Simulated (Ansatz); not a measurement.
Cost and result for the atomization energy of `C=C([SiH3])OC=S` (12 atoms, 11 bonds).

Z-matrix (Å, degrees):
```
Si
C 1 1.878
H 1 1.484 2 109.4
H 1 1.483 2 109.5 3 119.9
H 1 1.483 2 107.4 3 -120.1
O 2 1.389 1 112.9 3 -61.9
C 2 1.328 1 125.1 3 120.3
C 6 1.336 2 119.4 1 142.1
H 7 1.085 2 122.9 1 176.5
H 7 1.082 2 119.6 1 -2.0
S 8 1.606 6 123.6 2 169.6
H 8 1.093 6 112.8 2 -11.9
```

The species carries charge 0 and has multiplicity 1. The geometry is a stationary point of PBE0-D4/def2-TZVP. It is one conformer, not always the lowest. Program: Ansatz. All runs use 4 threads of an Arm Neoverse V1 on a shared host. Times are those of one run each, without the atoms' runs, and a repeat can differ threefold. Electronic energies, without spin–orbit coupling; frozen cores. CCSD(T)/CBS adds CCSD(T) − MP2 in def2-TZVPP to the MP2 limit, and its time is that of the two runs behind it. T1 = 0.016; the RHF reference is unstable towards UHF. B3LYP takes the VWN-RPA correlation (the form of Gaussian; ORCA's B3LYP/G).

CCSD(T)/CBS is a level of theory with its own doubt, some kJ/mol a heavy atom from the limit and from the frozen cores, so smaller differences don't rank the functionals.

```tsv
level	functions	wall time
PBE-D4/def2-TZVPP (with forces)	292	3.8 s
PBE0-D4/def2-TZVPP	292	4.9 s
r2SCAN-D4/def2-TZVPP (with forces)	292	7.5 s
B3LYP-D4/def2-TZVPP (with forces)	292	8 s
B2PLYP/def2-TZVPP	292	10 s
ωB97X-V/def2-TZVPP	292	12 s
ωB97M-V/def2-TZVPP (with forces)	292	18 s
MP2/def2-QZVPP	548	45 s
CCSD(T)/def2-TZVPP	292	6.6 min
CCSD(T)/CBS(def2)	–	7.4 min
```

Task: What atomization energy does each give, and how far from CCSD(T)/CBS? (Estimate.)

Result: Computed: 
| level | atomization (kJ/mol) | difference from CCSD(T)/CBS | per bond |
| --- | --- | --- | --- |
| PBE-D4/def2-TZVPP (with forces) | 4663.9 | 139.7 | 12.7 |
| PBE0-D4/def2-TZVPP | 4550.4 | 26.2 | 2.4 |
| r2SCAN-D4/def2-TZVPP (with forces) | 4557.4 | 33.2 | 3.0 |
| B3LYP-D4/def2-TZVPP (with forces) | 4532.6 | 8.4 | 0.8 |
| B2PLYP/def2-TZVPP | 4480.2 | -44.0 | -4.0 |
| ωB97X-V/def2-TZVPP | 4542.8 | 18.6 | 1.7 |
| ωB97M-V/def2-TZVPP (with forces) | 4547.1 | 22.9 | 2.1 |
| MP2/def2-QZVPP | 4563.8 | 39.6 | 3.6 |
| CCSD(T)/def2-TZVPP | 4398.7 | -125.5 | -11.4 |
| CCSD(T)/CBS(def2) | 4524.2 | 0.0 | 0.0 |

From PBE to PBE0 (25 % exact exchange), in def2-TZVPP and without D4, the atomization energy moves by −109.1 kJ/mol: exact exchange takes away binding that semilocal exchange gives to molecules. In def2-TZVPP, CCSD(T) changes the Hartree–Fock value by +1202.0 kJ/mol (the triples alone add +92.0 kJ/mol) and MP2 by +1292.8 kJ/mol; breaking electron pairs costs correlation energy, which Hartree–Fock lacks. The D4 term adds +46.6 kJ/mol with B3LYP and +24.8 kJ/mol with PBE0; it sums over pairs of atoms, weighted by their polarisabilities, and B3LYP, whose exchange is more repulsive, gets the larger term.
